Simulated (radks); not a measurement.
Results of a calculation; reference values are marked as such.
Al11+, 2 electrons, occupied as [He].

Code: a radial shooting solver on a logarithmic mesh with Libxc functionals. Model: scalar-relativistic Kohn-Sham, LDA (Slater exchange, VWN5 correlation), spin-polarised, spherical densities, finite nucleus; Fermi nuclear charge, rms radius 3.061 fm.

Energy parts (eV):
total: -4365.774
kinetic: 4380.378
electron-nucleus: -8985.439
Hartree: 429.614
exchange-correlation: -190.328

Orbitals (lengths in bohr, moments of r in powers of bohr; <r^-3> diverges for s and p1/2):
orbital  occ.  eigenvalue (eV)  <1/r>  <r^-3>    <r^2>
1s          2        -1999.068  12.70       -  0.01901

The highest occupied level is 1s at -1999.1 eV. Summed over all electrons, <r^2> = 0.03801 bohr^2, which gives a Langevin (diamagnetic) susceptibility term of -0.0301 x 10^-6 cm^3/mol. For comparison, the ionisation energy in NIST's Atomic Spectra Database is 2086.0 eV (theoretical). In exact Kohn-Sham theory the highest level is minus the ionisation energy, but local and semilocal functionals leave it too shallow, through self-interaction and a potential that decays too fast; potentials with the right tail come closer. The density falls to 0.001 e/bohr^3 at r = 0.56 bohr.
